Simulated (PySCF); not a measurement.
Bi(Et)(OH)2 (C2H7BiO2), SMILES C[CH2][Bi]([OH])[OH].

Coordinates come from a B3LYP-D3(BJ)/def2-SVP optimisation. The structure was generated by enumeration; whether it is a known compound was not checked. The def2 effective core potentials stand for the cores of Bi; spin–orbit coupling is left out. Other conformers were not sampled.

Calculation: IEF-PCM-PBE0/def2-SVP in PySCF 2.14.0.

The values are the electrostatic part of the solvation free energy, E(continuum) − E(gas) at the gas-phase geometry, in a cavity of scaled van der Waals radii (PySCF's table); cavitation and dispersion terms are not included. A continuum can't describe solvent molecules that bind to the metal. In vacuum the orbital gap is 6.42 eV. The dipole moment in vacuum is 2.67 D.

```
solvent                ε  ΔG(elec) (kcal/mol)  dipole (D)  gap (eV)
-----------------  -----  -------------------  ----------  --------
water              78.36                 -9.8        3.47      6.44
ethylethanoate      5.99                 -7.5        3.27      6.44
dimethylsulfoxide  46.83                 -9.7        3.46      6.44
```
